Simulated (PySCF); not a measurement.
Zn(F)(SMe) (CH3FSZn), SMILES C[S][Zn][F]. Atoms are numbered in the order given.

```xyz
7

Zn     0.0801    -0.7028     0.0000
F     -0.3853    -2.3892     0.0000
S      0.6774     1.3854     0.0000
C     -0.9783     2.2033     0.0000
H     -1.5603     1.9580    -0.8992
H     -0.7823     3.2849     0.0000
H     -1.5603     1.9580     0.8992
```

The structure is a stationary point at B3LYP-D3(BJ)/def2-SVP. The structure was generated by enumeration; whether it is a known compound was not checked. The values are those of a single conformer.

Two levels are set side by side: PBE/pcSseg-1 (PySCF) and HF/pcSseg-1 (PySCF). GIAO shifts against CFCl3 (¹⁹F), H2S (³³S), TMS (¹H), TMS (¹³C) at the same level; non-relativistic, no solvent, atoms listed together averaged. Differences are taken from unrounded values.

| quantity | HF | PBE | PBE minus HF |
|---|---|---|---|
| δ(¹⁹F) of F2 (ppm) | -225.3 | -213.0 | 12.3 |
| δ(³³S) of S3 (ppm) | -104.3 | 40.1 | 144.4 |
| δ(¹³C) of C4 (ppm) | 11.2 | 14.9 | 3.7 |

Rough cost on one machine, each run with all the roots and properties that it gave: HF against PBE within a factor of 2.
